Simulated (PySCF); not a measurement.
**C₆ coefficients of unlike pairs at r2SCAN0**

Calculated with PySCF 2.14 from the dipole response of each species, C₆(A,B) = (3/π) ∫ α_A(iu) α_B(iu) du, in atomic units, from isotropic polarisabilities. For ions this is the dispersion term alone; charge-induced terms of lower order in 1/R come first.

| species | configuration | basis | relativity | α (bohr³) | C₆ (like pair) |
| --- | --- | --- | --- | --- | --- |
| Br | [Ar] 3d10 4s2 4p5 (2P) | aug-cc-pVQZ-PP with one added diffuse shell each of s, p, d, f, g type with ECP10MDF (8s7p6d4f3g) | core potential | 21.05 | 172.2 |
| V³⁺ | [Ar] 3d2 (3F) | aug-cc-pVTZ with one added diffuse shell each of s, p, d, f, g type (9s8p6d4f3g) | none | 2.160 | 5.568 |
| Ge⁺ | [Ar] 3d10 4s2 4p1 (2P) | aug-cc-pwCVDZ-PP with ECP10MDF (6s5p4d1f) | core potential | 19.01 | 111.9 |

Task: Estimate C₆ for Ge⁺ with V³⁺.

Result: The integral gives 20.72. The combination rule 2 C_A C_B / (C_A α_B/α_A + C_B α_A/α_B) gives 20.19 and the geometric mean 24.96.

No spin-orbit coupling is included.

The other pairs:

```json
{"pair": "Ge⁺, Br", "C₆": "137.9"}
{"pair": "V³⁺, Br", "C₆": "26.99"}
```
